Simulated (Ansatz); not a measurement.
`FC1=N[SiH]1Cl` + CH₄ → `C[SiH]1N=C1F` + HCl at 700 K and 1 bar (formal exchange of groups at the Si–Cl bond).

Gas-phase electronic energies from Ansatz, PBE0-D4/def2-TZVP geometries. CCSD(T)/CBS is the MP2 limit (def2-TZVPP, def2-QZVPP) plus CCSD(T) − MP2 in def2-TZVPP, frozen cores. This one scheme is used for every species.

| species | CCSD(T)/CBS energy (Eh) | H − E (kJ/mol) | S (J/(mol·K)) |
| --- | --- | --- | --- |
| `FC1=N[SiH]1Cl` | -941.99197 | 115.2 | 396.3 |
| CH₄ | -40.46206 | 145.9 | 224.0 |
| `C[SiH]1N=C1F` | -522.03748 | 219.2 | 425.6 |
| HCl | -460.38127 | 38.4 | 211.8 |

H − E and S are ideal-gas, rigid-rotor, harmonic terms from PBE0-D4/def2-TZVP, for one conformer and one mirror image of each species. 1 Eh = 2625.50 kJ/mol, R = 8.31446 J/(mol·K).

Question: By hand: ΔE, ΔH, ΔS and ΔG.

Answer: ΔE = (-522.03748) + (-460.38127) − (-941.99197) − (-40.46206) = 0.03528 Eh = 92.6 kJ/mol. Δ(H − E) = 219.2 + 38.4 − 115.2 − 145.9 = -3.5, so ΔH = 89.1 kJ/mol. ΔS = 425.6 + 211.8 − 396.3 − 224.0 = 17.1 J/(mol·K). ΔG = 89.1 − 700 × (17.1)/1000 = 77.1 kJ/mol.

Question: By hand: the equilibrium constant, and the temperature at which ΔG would vanish if ΔH and ΔS stayed fixed.

Answer: log₁₀ K = −ΔG/(RT ln 10) = -5.8. ΔG = 0 at ΔH/ΔS = 5211 K, far beyond where these terms or the molecules hold.

ΔH outweighs TΔS. A doubt of 5 kJ/mol in ΔE shifts log₁₀ K by 0.4 here. Other conformers and mirror images would add mixing entropy, several J/(mol·K) or more a flexible species. These are equilibria of isolated gas molecules and say nothing of rates. Largest T1 diagnostic: 0.014 (customary marks: 0.02 for closed shells, 0.045 for open ones).
